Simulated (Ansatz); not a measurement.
Cost and result for the atomization energy of C$_{3}$H$_{8}$GaN (`C[CH]1C[NH][GaH]1`) (13 atoms, 13 bonds).

```xyz
13

C    -1.542    0.127   -0.775
C    -0.038   -0.007   -0.639
C     0.615    0.853    0.470
N     1.375   -0.134    1.231
Ga    0.822   -1.580    0.256
H    -2.053   -0.075    0.170
H    -1.829    1.138   -1.089
H    -1.941   -0.567   -1.519
H     0.441    0.189   -1.604
H    -0.160    1.346    1.074
H     1.252    1.646    0.051
H     1.938    0.166    2.010
H     1.120   -3.103    0.364
```

Charge 0, multiplicity 1. Correlated methods include outer-core shells of Ga, which these sets cover unevenly. Scalar relativity is left out up to krypton. The structure was optimised at the PBE0-D4/def2-TZVP level. Program: Ansatz. All runs use 2 threads of an AMD EPYC 7R13 on a shared host and a share of an NVIDIA H100 80 GB. Times are those of one run each, without the atoms' runs, and a repeat can differ threefold. Electronic energies, without spin–orbit coupling; frozen cores. CCSD(T)/CBS adds CCSD(T) − MP2 in def2-TZVPP to the MP2 limit, and its time is that of the two runs behind it. T1 = 0.014. With those shells the extrapolation isn't a true limit. B3LYP takes the VWN-RPA correlation (the form of Gaussian; ORCA's B3LYP/G).

CCSD(T)/CBS is a level of theory with its own doubt, some kJ/mol a heavy atom from the limit and from the frozen cores, so smaller differences don't rank the functionals.

```
                             level  functions  wall time  atomization (kcal/mol)  difference from CCSD(T)/CBS  per bond
   PBE-D4/def2-TZVPP (with forces)        284      2.5 s                  1153.2                         22.7       1.7
r2SCAN-D4/def2-TZVPP (with forces)        284      3.5 s                  1130.7                          0.2       0.0
                 B2PLYP/def2-TZVPP        284      3.9 s                  1116.4                        -14.1      -1.1
 B3LYP-D4/def2-TZVPP (with forces)        284      4.6 s                  1127.0                         -3.5      -0.3
                PBE0-D4/def2-TZVPP        284      4.9 s                  1135.4                          4.9       0.4
                ωB97X-V/def2-TZVPP        284        5 s                  1132.6                          2.1       0.2
                    MP2/def2-QZVPP        557        6 s                  1134.1                          3.6       0.3
                CCSD(T)/def2-TZVPP        284      6.5 s                  1104.0                        -26.5      -2.0
  ωB97M-V/def2-TZVPP (with forces)        284      8.5 s                  1130.1                         -0.4       0.0
                 CCSD(T)/CBS(def2)          –       13 s                  1130.5                          0.0       0.0
```

In def2-TZVPP, CCSD(T) changes the Hartree–Fock value by +294.9 kcal/mol (the triples alone add +17.3 kcal/mol) and MP2 by +309.4 kcal/mol; breaking electron pairs costs correlation energy, which Hartree–Fock lacks. The D4 term adds +10.9 kcal/mol with B3LYP and +5.7 kcal/mol with PBE0; it sums over pairs of atoms, weighted by their polarisabilities, and B3LYP, whose exchange is more repulsive, gets the larger term. From PBE to PBE0 (25 % exact exchange), in def2-TZVPP and without D4, the atomization energy moves by −16.7 kcal/mol: exact exchange takes away binding that semilocal exchange gives to molecules.
